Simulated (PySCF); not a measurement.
Species: CHBr3.
SMILES: `BrC(Br)Br`

Level of theory: PySCF, TDDFT CAM-B3LYP/aug-cc-pVTZ, vertical, gas phase, core orbitals frozen in the response. Isolated species at its PBE0-D3(BJ)/def2-TZVP geometry, gas phase. The CAM-B3LYP/aug-cc-pVTZ calculation is non-relativistic and has no spin–orbit coupling, an omission that weighs most on bromine.

Computed states:

```csv
state,E (eV),f
S1,5.01,0.0000
S2,5.51,0.018
S3,5.52,0.018
S4,5.53,0.0001
S5,6.03,0.0078
S6,6.03,0.0079
S7,6.83,0.0013
S8,6.83,0.0013
S9,7.08,0.013
S10,7.13,0.0000
```

Each state is given a Gaussian of 0.3 eV full width at half maximum, with ε(max) = 2.175×10⁸ f / Δν̃ (Δν̃ the width in cm⁻¹). The cross-section is σ = 3.8235×10⁻²¹ ε cm², given in Mb (10⁻¹⁸ cm²). The width is an assumption, not a result. The curve ends short of the highest state used, and states not computed would add to its high-energy end.

Problem. Give the broadened spectrum and its maxima.

Solution. 
```
E (eV)  σ (Mb)
  4.56    0.00
  4.59    0.00
  4.63    0.00
  4.67    0.00
  4.70    0.00
  4.74    0.00
  4.77    0.00
  4.81    0.00
  4.84    0.00
  4.88    0.00
  4.92    0.00
  4.95    0.00
  4.99    0.00
  5.02    0.01
  5.06    0.02
  5.10    0.06
  5.13    0.13
  5.17    0.32
  5.20    0.59
  5.24    1.22
  5.28    2.28
  5.31    3.42
  5.35    5.40
  5.38    7.12
  5.42    9.45
  5.46   11.37
  5.49   12.24
  5.53   12.39
  5.56   11.72
  5.60    9.99
  5.63    8.33
  5.67    6.03
  5.71    4.07
  5.74    2.99
  5.78    2.17
  5.81    2.00
  5.85    2.30
  5.89    3.02
  5.92    3.70
  5.96    4.59
  5.99    5.10
  6.03    5.40
  6.07    5.19
  6.10    4.72
  6.14    3.82
  6.17    3.05
  6.21    2.08
  6.25    1.28
  6.28    0.84
  6.32    0.43
  6.35    0.25
  6.39    0.11
  6.43    0.05
  6.46    0.03
  6.50    0.04
  6.53    0.06
```

Maxima: 225 nm (5.52 eV), ε about 3300, made up of S2 (50%) and S3 (50%); 205 nm (6.03 eV), ε about 1400, made up of S5 (50%) and S6 (50%) (ε in L mol⁻¹ cm⁻¹; maxima over ε = 5, shares over 10%). At its high-energy end, 6.53 eV, the curve is still rising (ε about 15, from S7 and S8).

Problem. Coming from long wavelengths, where does ε first pass 100 L mol⁻¹ cm⁻¹?

Solution. At about 239 nm (5.18 eV), 0.17 eV above S1.

Problem. On this curve, what absorbance would a 10⁻⁴ mol/L sample give at 193 nm over a 1 cm path?

Solution. 193 nm is 6.424 eV, where ε is about 14 L mol⁻¹ cm⁻¹, so A = ε c l ≈ 0.0014 (Beer–Lambert, with the gas-phase spectrum and the assumed width).

Problem. What would ε be at 5.52 eV, the highest of these maxima, with half the width (0.15 eV)?

Solution. About 6500 L mol⁻¹ cm⁻¹ against 3260, a factor of about 1.99; a lone state at its own centre would give exactly 2.

The run took 43 s wall on an Arm Neoverse V2 with one thread, no GPU, shared host, and the process peaked at 1.1 GiB of memory.
